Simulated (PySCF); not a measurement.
Fe(CH3)2: what the settings change

The complex Fe(CH3)2 (charge 0) contains Fe(II), shell d6. The structure is a PBE0-D3(BJ)/def2-TZVP geometry optimised for multiplicity 5; coordination linear, point group D3d, metal–donor distances 2.04 Å.

```
9

Fe    0.000    0.000    0.000
C     0.000    0.000    2.036
H    -1.015   -0.008    2.451
H     0.514   -0.875    2.451
H     0.500    0.883    2.451
C     0.000    0.000   -2.036
H     1.015    0.008   -2.451
H    -0.500   -0.883   -2.451
H    -0.514    0.875   -2.451
```

Method (PySCF 2.14, density fitting): CASSCF(6,5) with orbitals averaged over all microstates of the shell, strongly contracted NEVPT2 on the averaged canonical orbitals; basis x2c-TZVPall on the metal, x2c-SVPall elsewhere; spin-free X2C; gas phase; spin-orbit coupling by state interaction with the mean-field operator over all roots.

Base run: NEVPT2 ground state 5Eg, next 5Eg at 3672, then 5A1g at 3782 cm⁻¹, B(CASSCF) 1080, ζ 391 cm⁻¹, μeff(300 K) 6.26 μB.

Question: What happens with the basis x2c-TZVPall on all atoms?

Answer: NEVPT2 ground state 5Eg, next 5Eg at 3642, then 5A1g at 3653 cm⁻¹, B(CASSCF) 1080, ζ 392 cm⁻¹, μeff(300 K) 6.26 μB. It took 9.8 s against 9.1 s on a shared host of the same kind.

Question: What happens with orbitals averaged over the highest spin alone?

Answer: NEVPT2 ground state 5Eg, next 5A1g at 3500, then 5Eg at 3607 cm⁻¹, B(CASSCF) 1104, ζ 398 cm⁻¹, μeff(300 K) 6.26 μB.
